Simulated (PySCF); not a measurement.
## PbCl₂: one-bond stretch

All numbers come from PySCF, PBE, basis Pb def2-TZVP with ECP60, Cl def2-TZVP (scalar-relativistic core potentials, no spin–orbit coupling, density fitting).

Rigid scan from the singlet minimum (Pb–Cl 2.482 Å (×2); Cl–Pb–Cl 100.5°). Coordinate: the bond from Pb to the last atom (Cl) scaled, the rest fixed. Energies in kJ/mol from the minimum.

```csv
scale of one bond,E (kJ/mol),dipole size (D)
0.92,25.4,3.80
0.96,5.5,4.02
1.00,0.0,4.31
1.05,6.4,4.74
1.12,29.7,5.40
1.20,65.5,6.17
1.35,135.4,7.53
1.55,211.5,–
1.80,273.1,–
2.20,321.0,–
```

At long bonds a restricted determinant can lie too high, and another spin state can fall below this curve.

Spin–orbit coupling, left out here, can matter for elements this heavy.

Other isomers or separated fragments may lie lower.

The scan took 53 s on 2 threads of a shared Arm Neoverse V2 host; the process peaked at 0.95 GiB.
